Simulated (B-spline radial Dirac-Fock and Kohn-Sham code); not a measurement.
## Satellites and hypersatellites of the K lines of Hg⁴²⁺

System: mercury as Hg⁴²⁺, configuration [Kr] 4d2.

Level of theory: ΔSCF Dirac-Fock with Breit, self-energy and vacuum polarisation, finite nucleus, configuration average; an atomic code on a B-spline grid. Each two-hole energy is an average over J within one jj subconfiguration, not an observable level; in light atoms, where LS coupling holds, the j-resolved values are not observed lines, and for a K spectator the Kα1 hypersatellite is nearly forbidden. Electron correlation is not included.

Lines without a spectator: Kα2 (K-L2) 68886.4 eV, Kα1 (K-L3) 70813.3 eV, Kβ3 (K-M2) 79875.3 eV, Kβ1 (K-M3) 80319.9 eV. Shifts in eV with one spectator hole (a dash: not computed, or left out as unreliable):

```tsv
spectator hole	Kα2	Kα1	Kβ3	Kβ1
K (1s)	+1107.4	+1207.4	+1441.8	+1466.4
L2 (2p1/2)	+146.4	+201.7	–	+376.0
L3 (2p3/2)	+101.7	+115.2	+268.6	–
M2 (3p1/2)	–	+34.1	+66.5	+79.0
M3 (3p3/2)	+16.99	–	+54.5	+56.5
M4 (3d3/2)	+5.84	+2.62	–	–
M5 (3d5/2)	-0.20	+4.72	–	–
```
